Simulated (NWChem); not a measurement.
System: CaHOBr; SMILES [OH][Ca][Br]

```xyz
4

Ca     0.1652     1.1548    -0.0001
Br    -0.0355    -1.4829     0.0001
O     -0.2037     3.0972     0.0010
H     -0.4308     4.0274    -0.0088
```
Atoms are numbered in this order, from 1.

All runs use the structure optimised with PBE0/def2-SVP.

Task: List the 4 lowest vertical singlet excitations from PBE/def2-SVPD, TDA (NWChem).

Result: 
| state | energy (eV) | oscillator strength | leading excitation (squared amplitude) |
|---|---|---|---|
| S1 | 3.77 | 0.027 | HOMO → LUMO (1.00) |
| S2 | 3.77 | 0.029 | HOMO−1 → LUMO (1.00) |
| S3 | 4.26 | 0.006 | HOMO−2 → LUMO (0.94) |
| S4 | 4.33 | 0.015 | HOMO−3 → LUMO (1.00) |
